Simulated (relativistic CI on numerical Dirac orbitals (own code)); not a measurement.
Computed by Dirac-Coulomb-Breit CI, orbitals from a KLI potential per configuration, model QED (radiative potential, 1s self-energy scaled to tabulated hydrogen-like ionisation energies), unscaled Slater integrals (own radial code, finite nucleus).

The strongest absorption lines from the ground level of an ion, among the configurations computed and to levels below about 71.8 eV (vacuum wavelength in nm, gf): 18.112 (0.34), 18.509 (0.18), 18.958 (0.34), 19.588 (0.67), 19.837 (0.19), 20.417 (1.3), 20.469 (0.98), 20.863 (0.34).

Q: Which ion is it?
A. Bi¹²⁺
B. Bi¹⁰⁺
C. Bi⁸⁺
D. Fr¹⁴⁺

A: B. Bi¹⁰⁺ has 73 electrons and the ground level 5s2 5p6 5d5 6S_5/2; the strongest line goes to 5s2 5p6 5d4 6p 4D°_7/2. The pattern of lines fixes the number of electrons, and along that sequence the line energies rise steadily with the charge (about as its square where n changes within one kind of shell, about linearly where n is kept but much faster in heavy ions where fine structure, which grows about as Z⁴, sets the gap, and irregularly where shells cross), which fixes Z. Configurations outside the model, such as inner-shell arrays, can give stronger lines. At this charge energies of transitions that change n are usually good to better than 1 %, and those within a shell (Δn = 0) to a few per cent. Terms inside the open d or f shell come out 10 to 20 % too wide with unscaled integrals. Levels and lines within the n = 5 or 6 shells can be off by up to 10 % or somewhat more, and those that change n by about 2 %, since core polarisation is missing.

LS names give the leading component of a level, which can be under half, so a name can repeat, a term be missing and a line seem to break the LS rules.
